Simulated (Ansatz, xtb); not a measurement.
# C7H6FN: 4 structures ranked

4 gas-phase structures of C7H6FN, from a drawn sample of its isomers (lower ones may exist). Each was relaxed with GFN2-xTB; where two conformers were screened, the lower at r2SCAN-D4/def2-SVP is listed:

A. `[H]/N=C/c1ccccc1F`, a singlet
B. `[H]/N=C\c1ccccc1F`, a singlet
C. `C=Cc1cncc(F)c1`, a singlet
D. `FC1=Cc2cccn2C1`, a singlet

Q: Make a reasoned guess at their ranking by r2SCAN-D4/def2-SVP single-point energy.

A: Calculated order at r2SCAN-D4/def2-SVP: A (0.0), B (9.7), C (40.2), D (50.8) kJ/mol.

Energies above the lowest of each column, in kJ/mol; the last columns are at B3LYP-D3(BJ)/def2-SVP geometries and were run for some of them only (a dash: not run or not comparable):

| structure | GFN2-xTB | HF/STO-3G | r2SCAN-D4/def2-SVP | B3LYP-D3(BJ)/def2-SVP | CCSD(T)/def2-SVP + ΔMP2/def2-TZVPP |
| --- | --- | --- | --- | --- | --- |
| A | 79.8 | 38.3 | 0.0 | 0.0 | 0.0 |
| B | 82.4 | 40.5 | 9.7 | – | – |
| C | 72.7 | 58.9 | 40.2 | 38.0 | 39.3 |
| D | 0.0 | 0.0 | 50.8 | 67.2 | 65.8 |

CCSD(T)/def2-SVP + ΔMP2/def2-TZVPP puts A lowest of those it was run on; GFN2-xTB picks D, HF/STO-3G picks D. Flexible structures stand in one conformer each, not always the lowest. Frequencies (GFN2-xTB) were run for A, C, D alone. ΔMP2 is the change of the MP2 energy from the smaller to the larger basis.

Over these structures GFN2-xTB departs from r2SCAN-D4/def2-SVP by 42.7 kJ/mol on average once a common shift is removed. A GFN2-xTB relaxation took about 0.074 s and the r2SCAN-D4/def2-SVP energy about 2.7 s on a shared host (Ansatz 0.2.0, xtb 6.7.1).
